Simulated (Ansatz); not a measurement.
Isomers of Cu₃H₃⁻ (doublet), relaxed with PBE0-D4/def2-SVPD; total energies from Ansatz at r2SCAN0-D4/def2-TZVPD.

```json
{"isomer": "A", "description": "point group Cs; 5 × Cu–H 1.54 to 1.73 Å", "energy (Eh)": "-4923.22621"}
{"isomer": "B", "description": "point group not assigned; 5 × Cu–H 1.55 to 1.65 Å", "energy (Eh)": "-4923.23527"}
```

The isomers come from a short search, and lower ones may exist.

Q: Work out the relative energies (1 Eh = 2625.5 kJ/mol) and the Boltzmann populations at 500 K from electronic energies alone (R = 8.314 J/mol/K).

A: ΔE: A 23.8, B 0.0 kJ/mol. RT = 4.16 kJ/mol. Factors exp(−ΔE/RT): A 0.00328, B 1; sum 1.003. Populations: A 0.3 %, B 99.7 %. Zero-point energy, vibrational entropy and symmetry numbers are left out and can shift these; an error of 4 kJ/mol changes a ratio by a factor of 2.6. Over the other density-functional and correlated levels in def2 sets, the gap between B and A ranges from 13 to 25 kJ/mol.
